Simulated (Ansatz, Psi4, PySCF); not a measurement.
C$_{3}$F$_{6}$, charge -1, doublet, at a GFN2-xTB geometry (a state made from the parent by changing its charge; the spin is typed, not shown lowest). Base run: MP2/def2-SVP (PySCF).

Here is a job for PySCF.
```python
from pyscf import gto, scf, mp

mol = gto.M(
    atom='''
F     2.61961399   -0.16167968    0.51722906
C     1.29270948    0.23703580    0.65338783
F     1.27846866    1.56940562    0.29804702
C     0.32933436   -0.58038697   -0.06206978
F     0.15274132   -1.84779103    0.53246313
C    -0.97651162    0.00065765   -0.37030286
F    -1.73856647    0.55997130    0.67387771
F    -0.90852864    1.00925083   -1.26397875
F    -1.83408364   -0.90069473   -0.90498166
''',
    basis='def2-svp',
    charge=-1,
    spin=1,
    verbose=4,
)

mf = scf.UHF(mol)
mf.kernel()

pt = mp.MP2(mf)
pt.kernel()
print('E(MP2) = %.10f' % pt.e_tot)
```

The same geometry, method and basis name were run in Ansatz (an electronic-structure program) and Psi4 and PySCF, at each program's defaults and at the settings that a row names. The base is PySCF at its defaults. Differences at the defaults can come from grids, fitting, cores and function types together.

```
code and settings                                                                                     ΔE vs base (mEh)  basis functions      E (Eh)  SCF cycles
----------------------------------------------------------------------------------------------------  ----------------  ---------------  ----------  ----------
PySCF, defaults (exact integrals, spherical functions, all electrons correlated)                                 0.000              126  -711.07940          16
Psi4, defaults (density fitting with its default set, spherical functions, all electrons correlated)             0.911              126  -711.07849          18
Ansatz, defaults (factorised integrals, spherical functions, frozen core)                                       20.280              126  -711.05912           -
PySCF, frozen core                                                                                              20.255              126  -711.05914          16
Psi4, exact integrals, spherical functions, frozen core                                                         20.255              126  -711.05914          18
Ansatz, high accuracy, frozen core                                                                              20.255              126  -711.05914           -
```

Open shells are given as the SCF converged; they aren't shown to be the lowest states, and a large step between rows can be another state.
